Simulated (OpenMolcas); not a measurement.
# Ho3+ in a ligand field

Ho3+ with 8 ligands (chloride) in square antiprismatic coordination (D4d) at 2.77 Å, a polar angle of 64.2° against the regular 57.3°. A charge of +0.625 e stands 3.2 Å behind each ligand. Ligand basis ANO-RCC-VDZP.

```yaml
Program: OpenMolcas
Method: CASSCF
Basis: ANO-RCC-VDZP [7s6p4d2f1g]
Scalar_Hamiltonian: DKH2, point nucleus
Active_space: 10 electrons in 7 orbitals (4f)
State_averaging: 2S+1 = 5 even, 35 roots (30 in the spin-orbit step); 2S+1 = 3 even, 106 roots kept (CI in the orbitals of an earlier block); 2S+1 = 1 even, 31 roots kept (CI in the orbitals of an earlier block)
Spin-orbit_coupling: RASSI with atomic mean-field integrals over the reference wave functions
```

The lowest spin-free states, above the lowest:

| State | Degeneracy | E (cm-1) | Free-ion L (%) |
| --- | --- | --- | --- |
| 2S+1 = 5 | 2 | 0.0 | I (100) |
| 2S+1 = 5 | 2 | 21.4 | I (100) |
| 2S+1 = 5 | 2 | 87.6 | I (100) |
| 2S+1 = 5 | 2 | 92.4 | I (100) |
| 2S+1 = 5 | 1 | 120.4 | I (100) |
| 2S+1 = 5 | 2 | 232.6 | I (100) |
| 2S+1 = 5 | 2 | 259.1 | I (100) |
| 2S+1 = 5 | 2 | 17635 | F (100) |
| 2S+1 = 5 | 2 | 17768 | F (100) |
| 2S+1 = 5 | 1 | 17807 | S (100) |
| 2S+1 = 5 | 1 | 17935 | F (100) |
| 2S+1 = 5 | 2 | 17948 | F (100) |
| 2S+1 = 3 | 2 | 21171 | K (100) |
| 2S+1 = 3 | 2 | 21180 | K (100) |
| 2S+1 = 3 | 1 | 21180 | K (100) |
| 2S+1 = 3 | 1 | 21181 | K (100) |
| 2S+1 = 3 | 2 | 21183 | K (100) |
| 2S+1 = 3 | 2 | 21186 | K (100) |
| 2S+1 = 3 | 2 | 21196 | K (100) |
| 2S+1 = 3 | 2 | 21205 | K (100) |

The lowest levels with spin-orbit coupling:

| E (cm-1) | Degeneracy | 2S+1 | J | |mJ| (%) | g |
| --- | --- | --- | --- | --- | --- |
| 0.0 | 2 | 5 | 8.02 | 3 (100) | 0.00 0.00 7.44 |
| 0.2 | 1 | 5 | 8.02 | 4 (100) |  |
| 0.2 | 1 | 5 | 8.02 | 4 (100) |  |
| 24.1 | 2 | 5 | 8.02 | 2 (100) | 0.00 0.00 4.94 |
| 41.7 | 2 | 5 | 8.02 | 5 (100) | 0.00 0.00 12.45 |
| 50.5 | 2 | 5 | 8.02 | 1 (100) | 0.00 0.00 2.46 |
| 61.6 | 1 | 5 | 8.02 | 0 (100) |  |
| 123.4 | 2 | 5 | 8.02 | 6 (100) | 0.00 0.00 14.93 |
| 186.4 | 2 | 5 | 8.02 | 8 (100) | 0.00 0.00 19.86 |
| 205.2 | 2 | 5 | 8.02 | 7 (100) | 0.00 0.00 17.37 |
| 5184 | 2 | 5 | 7.02 | 1 (100) | 0.00 0.00 2.34 |
| 5185 | 1 | 5 | 7.02 | 0 (100) |  |
| 5185 | 2 | 5 | 7.02 | 2 (100) | 0.00 0.00 4.69 |
| 5192 | 2 | 5 | 7.02 | 3 (100) | 0.00 0.00 7.06 |
| 5210 | 2 | 5 | 7.02 | 4 (100) | 0.00 0.00 9.43 |
| 5247 | 2 | 5 | 7.02 | 5 (100) | 0.00 0.00 11.76 |
| 5302 | 2 | 5 | 7.02 | 6 (100) | 0.00 0.00 14.05 |
| 5353 | 2 | 5 | 7.02 | 7 (100) | 0.00 0.00 16.42 |
| 8910 | 1 | 5 | 6.02 | 0 (100) |  |
| 8917 | 2 | 5 | 6.02 | 1 (100) | 0.00 0.00 2.13 |

Powder χT (cm3 K/mol): 8.7 at 2 K, 10.7 at 10 K, 13.3 at 50 K, 13.7 at 100 K, 13.8 at 200 K, 13.9 at 300 K. The effective moment at 300 K is 2.828 √(χT) = 10.53 μB.

Hund's rules give f10 the level 5I8 with g = 1.250, so an isolated free-ion multiplet has χT = g² J(J+1) / 8 = 14.062 cm3 K/mol. The computed 13.870 at 300 K differs by -1 %, through the field's splitting, the mixing of terms and any other multiplet in reach.

Stevens parameters of the J = 8 multiplet, which is 205 cm-1 wide (cm-1, z along the main axis): B20 = 1.008e+00, B40 = 1.040e-03, B60 = -2.438e-05.

Metal share of the active 4f orbitals (Löwdin): 100, 100, 100, 100, 100, 100, 100 %; Mulliken charge of the metal 2.00.

High states are left out of the spin-orbit mixing, which shifts the levels that they would mix with. Without dynamic correlation the ligand-field splitting of an f shell can come out too small, at times by half. The first state left out of the spin-orbit step lies near 45000 cm-1 above the lowest spin-free state of the reference (among the parities and spins computed), and the lists stop at four fifths of that energy or lower. No measured value stands beside these numbers; the geometry was imposed, not optimised, and the real ion may take another.

The RASSCF and RASSI steps took 5.7 min on 1 thread of Arm Neoverse V1 (shared host); the integral step is not counted.

A state without a sure symmetry label is named by its multiplicity alone. With an even number of electrons the g values are those of a degenerate or nearly degenerate non-Kramers pair.
